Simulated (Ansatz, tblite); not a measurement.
Removing an electron: Ge(CCH)2H2 (C4H4Ge). Total charge 0; singlet. Geometry: PBE0-D4/def2-SVP. Ansatz, gas phase; energy differences of separate SCF runs; the oxidised species was run as a doublet alone.

```xyz
9

Ge    0.285   -0.773   -0.557
C    -1.452   -0.514    0.167
C    -2.563   -0.353    0.631
H    -3.547   -0.211    1.042
C     1.387    0.685   -0.041
C     2.097    1.618    0.280
H     2.724    2.444    0.565
H     0.195   -0.822   -2.086
H     0.875   -2.075   -0.001
```

The xTB rows come from tblite.

Problem. Estimate orbital energies and vertical ionisation energies at: GFN1-xTB; GFN2-xTB; PBE-D4/def2-TZVP; r2SCAN-D4/def2-TZVP; PBE0-D4/def2-TZVP.

Solution. 
```tsv
level	−HOMO (eV)	vertical IE (eV)	−LUMO (eV)	HOMO–LUMO gap (eV)
GFN1-xTB	12.52	15.17	6.87	5.64
GFN2-xTB	11.31	14.20	5.71	5.59
PBE-D4/def2-TZVP	6.93	9.64	1.16	5.77
r2SCAN-D4/def2-TZVP	7.17	9.74	0.94	6.23
PBE0-D4/def2-TZVP	8.13	10.02	0.22	7.91
```

 Raw xTB energy differences between charge states are shifted by several eV; the methods need an empirical correction for them.
